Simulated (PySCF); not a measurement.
Match the calculated data to a structure.

All candidates are C6H11B.

* 13C NMR: chemical shifts (computed TMS as zero) by class: 35.6 (1 C), 24.9 (1 C), 23.2 (1 C), 14.6 (1 C), 8.3 (1 C), 5.9 (1 C) ppm [GIAO PBE0/pcSseg-1]
* NMR, other nuclei: isotropic shieldings of nuclei other than C and H, by class: 17 (1 B) ppm [GIAO PBE0/pcSseg-1]
* Valence photoelectron: vertical ionisation energy: 9.42 eV [ΔSCF wB97X-D/def2-SVPD]
* Dipole: 1.22 D [wB97X-D/def2-SVPD]
* Rotational structure: rotational constants A, B, C: 5.271, 1.775, 1.521 GHz [PBE0-D3(BJ)/def2-SVP]
* Polarisability: 82.3 au [wB97X-D/def2-SVPD]

The electronic properties come from PySCF, for the isolated species, density fitting. Levels stand in brackets. The structure is a single PBE0-D3(BJ)/def2-SVP conformer in the gas phase; no vibrational or solvent corrections. NMR values are class means; diastereotopic atoms form classes of their own.

Question: Which candidate is it?
A. `C=C/C=C/B(C)C`
B. `C=C/C=C\B(C)C`
C. `B/C(=C\C)C(=C)C`
D. `B[C@@H]1C[C@@H]1C1CC1`
E. `CC=C=CB(C)C`

Answer: D. It is `B[C@@H]1C[C@@H]1C1CC1`. Numbering: `[BH2:1][C@@H:2]1[CH2:3][C@@H:4]1[CH:5]1[CH2:6][CH2:7]1`. 6 carbons fall into 6 classes; from least to most shielded: three-membered-ring carbon [C4] (35.6 ppm), ring sp3 carbon bound to boron [C2] (24.9 ppm), three-membered-ring carbon [C3] (23.2 ppm), three-membered-ring carbon [C5] (14.6 ppm), three-membered-ring carbon [C6] (8.3 ppm), three-membered-ring carbon [C7] (5.9 ppm). The other shieldings belong to: 17 ppm, three-coordinate boron [B1]. The first electron is taken from the HOMO, whose largest Löwdin shares are 0.19 on a three-membered-ring carbon, 0.17 on a three-membered-ring carbon, 0.13 on the sp3 carbon bound to boron and 0.13 on a three-membered-ring carbon. The optimised geometry has point group C1 and is an asymmetric top.

The others, at the same levels:
- `B/C(=C\C)C(=C)C` fails: its computed 13C shifts are 164.9 (1 C), 151.3 (1 C), 150.5 (1 C), 124.4 (1 C), 22.7 (1 C), 21.7 (1 C) ppm, vertical ionisation energy is 8.43 eV (against 9.42 eV) and static isotropic polarisability is 93.1 au (against 82.3 au).
- `C=C/C=C\B(C)C` fails: it has 5 carbon classes against 6; its computed 13C shifts are 158.1 (1 C), 145.5 (1 C), 145.0 (1 C), 131.8 (1 C), 17.1 (2 C) ppm, vertical ionisation energy is 8.73 eV (against 9.42 eV) and static isotropic polarisability is 97.4 au (against 82.3 au).
- `CC=C=CB(C)C` fails: it has 5 carbon classes against 6; its computed 13C shifts are 234.5 (1 C), 97.0 (1 C), 85.0 (1 C), 15.3 (1 C), 12.9 (2 C) ppm, vertical ionisation energy is 9.06 eV (against 9.42 eV) and static isotropic polarisability is 93.5 au (against 82.3 au).
- `C=C/C=C/B(C)C` fails: it has 5 carbon classes against 6; its computed 13C shifts are 160.4 (1 C), 148.2 (1 C), 145.1 (1 C), 133.4 (1 C), 12.7 (2 C) ppm, vertical ionisation energy is 8.85 eV (against 9.42 eV) and static isotropic polarisability is 99.2 au (against 82.3 au).

Each candidate is one conformer, not necessarily the lowest. Dipoles, sizes and rotational constants follow the conformer. The torsions of the flexible species, by atom-mapped SMILES:
- `[BH2:1][C@@H:2]1[CH2:3][C@@H:4]1[CH:5]1[CH2:6][CH2:7]1`: C3–C4–C5–C6 116°
- `[BH2:1]/[C:2](=[CH:3]\[CH3:4])[C:5](=[CH2:6])[CH3:7]`: B1–C2–C5–C6 5°
- `[CH2:1]=[CH:2]/[CH:3]=[CH:4]\[B:5]([CH3:6])[CH3:7]`: C1–C2–C3–C4 179°, C3–C4–B5–C6 -23°
- `[CH3:1][CH:2]=[C:3]=[CH:4][B:5]([CH3:6])[CH3:7]`: C3–C4–B5–C6 -176°
- `[CH2:1]=[CH:2]/[CH:3]=[CH:4]/[B:5]([CH3:6])[CH3:7]`: C1–C2–C3–C4 180°, C3–C4–B5–C6 -176°
